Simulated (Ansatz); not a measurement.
A calculation with Ansatz (development build ahead of 0.2.0).

```yaml
crystal:
  periodic: [false, false, false]
  atoms:
    - { symbol: B, position_ang: [1.08187, 0.0, 0.0] }
    - { symbol: B, position_ang: [0.0, 1.08187, 0.0] }
    - { symbol: B, position_ang: [-1.08187, 0.0, 0.0] }
    - { symbol: B, position_ang: [0.0, -1.08187, 0.0] }
basis:
  gaussian: { orbitals: def2-SVP }
hamiltonian:
  xc: hf
output:
  forces: true
```

The input is written out in the form of the current development build from the run's settings.

Output:

```yaml
Converged: yes
Total_energy: -98.35383 hartree
```

Forces (eV/Å):
```json
{"atom": "B1", "Fx": "-0.469", "Fy": "0.000", "Fz": "0.000"}
{"atom": "B2", "Fx": "0.000", "Fy": "-0.469", "Fz": "0.000"}
{"atom": "B3", "Fx": "0.469", "Fy": "0.000", "Fz": "0.000"}
{"atom": "B4", "Fx": "0.000", "Fy": "0.469", "Fz": "0.000"}
```
